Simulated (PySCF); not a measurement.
Gas-phase thermal properties of Ag2

Computed with PySCF (xtb for GFN2) and rigid-rotor harmonic-oscillator thermochemistry at 1 bar. All species are closed-shell singlets. Ag: scalar-relativistic def2 core potential, no spin-orbit coupling. The harmonic model lacks anharmonicity and excited electronic states, which grow with temperature; levels with a mode under 35 cm⁻¹ are left out.

```tsv
level	point group	σ	ZPE (kJ/mol)	S°298 (J/mol/K)	Cp298 (J/mol/K)	S°1000 (J/mol/K)	H1000 − H298 (kJ/mol)
GFN2-xTB	D∞h	2	1.1	257.9	36.9	302.9	26.1
PBE/def2-SVP	D∞h	2	1.1	257.9	36.9	303.0	26.2
PBE0/def2-TZVP	D∞h	2	1.1	257.9	36.9	302.9	26.2
```
σ: rotational symmetry number. Electronic degeneracy used: 1. Frequencies are unscaled.
